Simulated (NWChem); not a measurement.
CH4O2Si, singlet; SMILES CO[Si]O

```xyz
8

Si    -0.6318    -0.6332     0.0576
O      0.4910    -1.8571     0.0099
H      1.4145    -1.5743    -0.0420
O      0.4254     0.6701    -0.0114
C      0.0639     2.0245    -0.0058
H      0.5217     2.5347     0.8575
H      0.4280     2.5171    -0.9222
H     -1.0308     2.1725     0.0504
```
Atoms are numbered in this order, from 1.

Low-valent species are run as closed-shell singlets; no triplet was tried in these runs. The geometry was optimised at PBE0/def2-SVP.

 Unshifted, non-relativistic core excitations; the lowest 4 roots alone, so stronger bands may lie above.

Problem. List the first C K-edge excitations from BHandHLYP/6-311G** (spherical d), restricted-window TDA (NWChem).

Solution. 
```
state  energy (eV)  dipole oscillator strength           leading excitation (squared amplitude)
-----  -----------  --------------------------  -----------------------------------------------
S1           286.7                      0.0013    1s of atom 5 or its equivalents → LUMO (0.99)
S2           287.1                      0.0284  1s of atom 5 or its equivalents → LUMO+1 (0.51)
S3           287.8                      0.0421  1s of atom 5 or its equivalents → LUMO+6 (0.21)
S4           288.1                      0.0214  1s of atom 5 or its equivalents → LUMO+3 (0.59)
```
